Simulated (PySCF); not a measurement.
Compound: FGeH₅Si.
Numbering: `[F:1][GeH2:2][SiH3:3]` (hydrogens: H4, H5 on Ge2; H6, H7, H8 on Si3)

Geometry (PBE0-D3(BJ)/def2-SVP, Å), atoms numbered from 1 in this order:
```
atom  x, y, z in Å
F1     1.8658    0.1483    1.3808
Ge2    1.1427   -0.0600   -0.2024
Si3   -1.2183    0.0517    0.1055
H4     1.6373   -1.4268   -0.7140
H5     1.7097    1.0768   -1.0746
H6    -1.5891    1.3772    0.6821
H7    -1.6577   -1.0406    1.0227
H8    -1.8819   -0.1172   -1.2237
```

Computed with EOM-IP-CCSD/aug-cc-pVDZ in PySCF, restricted Hartree–Fock reference, 15 core orbitals frozen, non-relativistic, gas phase, PBE0-D3(BJ)/def2-SVP geometry.

Hartree–Fock orbital energies give these Koopmans values (eV): HOMO 11.22, HOMO-1 12.89, HOMO-2 13.54, HOMO-3 13.71, HOMO-4 16.08, HOMO-5 16.92, HOMO-6 16.95, HOMO-7 19.26.

What vertical ionisation energies does EOM-IP-CCSD give?

```json
{"leading hole (HF orbital)": "HOMO", "Koopmans (eV)": "11.22", "EOM-IP-CCSD (eV)": "10.68", "change (eV)": "-0.54", "one-hole share": "0.96"}
{"leading hole (HF orbital)": "HOMO-1", "Koopmans (eV)": "12.89", "EOM-IP-CCSD (eV)": "12.08", "change (eV)": "-0.81", "one-hole share": "0.94"}
{"leading hole (HF orbital)": "HOMO-2", "Koopmans (eV)": "13.54", "EOM-IP-CCSD (eV)": "12.81", "change (eV)": "-0.73", "one-hole share": "0.94"}
{"leading hole (HF orbital)": "HOMO-3", "Koopmans (eV)": "13.71", "EOM-IP-CCSD (eV)": "12.91", "change (eV)": "-0.80", "one-hole share": "0.94"}
{"leading hole (HF orbital)": "HOMO-4", "Koopmans (eV)": "16.08", "EOM-IP-CCSD (eV)": "14.26", "change (eV)": "-1.82", "one-hole share": "0.94"}
{"leading hole (HF orbital)": "HOMO-6", "Koopmans (eV)": "16.95", "EOM-IP-CCSD (eV)": "14.63", "change (eV)": "-2.32", "one-hole share": "0.94"}
{"leading hole (HF orbital)": "HOMO-5", "Koopmans (eV)": "16.92", "EOM-IP-CCSD (eV)": "14.70", "change (eV)": "-2.22", "one-hole share": "0.93"}
{"leading hole (HF orbital)": "HOMO-7", "Koopmans (eV)": "19.26", "EOM-IP-CCSD (eV)": "17.50", "change (eV)": "-1.76", "one-hole share": "0.86"}
```

Does the order of the lines follow the orbital energies?

No: the HOMO-6 hole (14.63 eV) falls below the HOMO-5 hole (14.70 eV). The corrections run from -2.32 to -0.54 eV, with a mean of -1.38 eV over the 8 lines; no line lies above its Koopmans value. Koopmans values leave out both the relaxation of the orbitals and the change in correlation energy.

At what kinetic energies would He II light (40.81 eV) eject these electrons?

30.13 eV (HOMO), 28.73 eV (HOMO-1), 28.00 eV (HOMO-2), 27.90 eV (HOMO-3), 26.55 eV (HOMO-4), 26.18 eV (HOMO-6), 26.11 eV (HOMO-5), 23.31 eV (HOMO-7).

What total energy has the lowest final state, and which wavelength reaches it?

E(CCSD) + ionisation energy = -2467.14589 + 0.39234 = -2466.75355 Eh, at the geometry of the initial state. The threshold wavelength is 1239.84 eV nm/10.68 eV = 116.1 nm.

Lines less than 0.15 eV apart could change places at a higher level. One root was sought for each valence orbital with −ε under 21 eV, eight at most, so deeper holes and satellites are missing; no vibrational structure.
